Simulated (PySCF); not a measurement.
C₂H₆N, SMILES C=[NH+]C, charge +1.

Coordinates come from a B3LYP-D3(BJ)/def2-TZVP optimisation. The isomer is the one that the SMILES or the coordinates give; other isomers of the formula were not compared.

Two levels are set side by side: PBE/def2-TZVPD (PySCF) and CAM-B3LYP/def2-TZVPD (PySCF). Same geometry, gas phase. Differences are taken from unrounded values.

```json
[
 {"quantity": "orbital gap (eV)", "CAM-B3LYP": "10.89"},
 {"quantity": "highest occupied level (eV)", "CAM-B3LYP": "-17.45"},
 {"quantity": "lowest empty level (eV)", "CAM-B3LYP": "-6.56"},
 {"quantity": "mean polarisability (bohr³)", "CAM-B3LYP": "29.4"}
]
```

Question: What does PBE give, and how far is it from CAM-B3LYP? (The exact figures need the calculation; the answer reports its results.)

Answer: 
```json
[
 {"quantity": "orbital gap (eV)", "PBE": "5.77", "PBE minus CAM-B3LYP": "-5.12"},
 {"quantity": "highest occupied level (eV)", "PBE": "-14.73", "PBE minus CAM-B3LYP": "2.72"},
 {"quantity": "lowest empty level (eV)", "PBE": "-8.96", "PBE minus CAM-B3LYP": "-2.40"},
 {"quantity": "mean polarisability (bohr³)", "PBE": "30.3", "PBE minus CAM-B3LYP": "0.9"}
]
```

Without exact exchange PBE keeps part of each electron's self-repulsion, which lifts occupied levels and narrows the gap. PBE's more diffuse valence density responds more strongly to a field. Differences between two approximate levels are no errors against the true value.

Rough cost on one machine, each run with all the roots and properties that it gave: CAM-B3LYP against PBE within a factor of 2.
